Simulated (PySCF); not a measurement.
**Al+: ionisation energy**

Al+ [Ne] 3s2 (1S) → Al(2+) [Ne] 3s1 (2S), as a difference of total energies. Computed with PySCF 2.14 in x2c-SVPall (4s3p1d, 18 functions), with the spin-free X2C one-electron Hamiltonian (Gaussian nucleus). Correlated levels: valence: [Ne] frozen. The calculations carry no spin-orbit coupling.

```
           method  ionisation energy (eV)
              UHF                  17.510
             BP86                  18.886
SCS-MP2 (valence)                  18.340
   CCSD (valence)                  18.546
```

Task: Estimate what LDA gives.

Result: 18.924 eV, closest to BP86 among the rows shown.

Task: Estimate what MP2 (valence) gives.

Result: 18.202 eV, closest to SCS-MP2 (valence) among the rows shown.

Errors of the correlated levels include the incompleteness of this basis and the frozen core.

With two correlated electrons CCSD is exact in that space.

For comparison: 18.829 eV (measured; NIST Atomic Spectra Database, ionization energies).
